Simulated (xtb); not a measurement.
methyl(silyloxy)silane (CH8OSi2), SMILES C[SiH2]O[SiH3]. All values are semi-empirical tight-binding results from xtb (GFN2-xTB unless named), good for trends rather than for accurate numbers. Geometry optimised at GFN2-xTB. One conformer was computed; it need not be the lowest.

Optimised geometry:

```xyz
12

Si     1.6093     0.6517     0.9473
O      0.5482     0.0680    -0.1222
Si    -0.7027    -0.5154    -0.9733
C     -2.2907    -0.3719     0.0520
H      2.5562    -0.4272     1.2228
H      2.2427     1.8007     0.3039
H      0.8731     1.0419     2.1502
H     -0.7673     0.3040    -2.1848
H     -0.3737    -1.9133    -1.2596
H     -3.1436    -0.7699    -0.4893
H     -2.2098    -0.9196     0.9875
H     -2.5119     0.6634     0.2988
```
Charge 0, spin multiplicity 1.

The geometry has at least one imaginary mode, so it is a saddle point at that level.

```json
{
  "orbital_gap": "5.59 eV",
  "dipole_moment": "0.57 D",
  "static polarisability (D4 model)": "77.5 bohr³",
  "solvation energy, GFN2-xTB/ALPB(water)": "1.4 kcal/mol",
  "solvation energy, GFN2-xTB/ALPB(methanol)": "-2.1 kcal/mol"
}
```

Computed atomic charges and the Wiberg bond orders between heavy atoms:
charges (e) Si1 0.51, O2 -0.45, Si3 0.52, C4 -0.20, H5 -0.10, H6 -0.10, H7 -0.10, H8 -0.09, H9 -0.09, H10 0.02, H11 0.03, H12 0.03. Bond orders Si1–O2 1.10, O2–Si3 1.08, Si3–C4 0.91.
